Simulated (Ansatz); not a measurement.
`CC[Si]Cl` + H₂S → `CC[Si]S` + HCl at 500 K and 1 bar (ligand exchange at the Si–Cl bond).

Program: Ansatz. Geometries: PBE0-D4/def2-TZVP. ΔE: electronic, gas phase. CCSD(T)/CBS is the MP2 limit (def2-TZVPP, def2-QZVPP) plus CCSD(T) − MP2 in def2-TZVPP, frozen cores. This one scheme is used for every species. One conformer a species, not always the lowest.

| species | CCSD(T)/CBS energy (Eh) | H − E (kJ/mol) | S (J/(mol·K)) |
| --- | --- | --- | --- |
| `CC[Si]Cl` | -827.97738 | 211.5 | 387.1 |
| H₂S | -398.97279 | 57.0 | 224.0 |
| `CC[Si]S` | -766.55965 | 237.9 | 393.1 |
| HCl | -460.38127 | 32.5 | 201.9 |

H − E and S are ideal-gas, rigid-rotor, harmonic terms from PBE0-D4/def2-TZVP, for one conformer and one mirror image of each species. 1 Eh = 2625.50 kJ/mol, R = 8.31446 J/(mol·K).

**Question.** By hand: ΔE, ΔH, ΔS and ΔG.

**Answer.** ΔE = (-766.55965) + (-460.38127) − (-827.97738) − (-398.97279) = 0.00925 Eh = 24.3 kJ/mol. Δ(H − E) = 237.9 + 32.5 − 211.5 − 57.0 = 1.9, so ΔH = 26.2 kJ/mol. ΔS = 393.1 + 201.9 − 387.1 − 224.0 = -16.1 J/(mol·K). ΔG = 26.2 − 500 × (-16.1)/1000 = 34.2 kJ/mol.

**Question.** By hand: the equilibrium constant, and the temperature at which ΔG would vanish if ΔH and ΔS stayed fixed.

**Answer.** log₁₀ K = −ΔG/(RT ln 10) = -3.6. ΔH and −TΔS have one sign here, so there is no such temperature.

ΔH outweighs TΔS. A doubt of 5 kJ/mol in ΔE shifts log₁₀ K by 0.5 here. Other conformers and mirror images would add mixing entropy, several J/(mol·K) or more a flexible species. Modes under 60 cm⁻¹, often nearly free rotors, make the harmonic entropy too high. These are equilibria of isolated gas molecules and say nothing of rates. Largest T1 diagnostic: 0.013 (customary marks: 0.02 for closed shells, 0.045 for open ones).
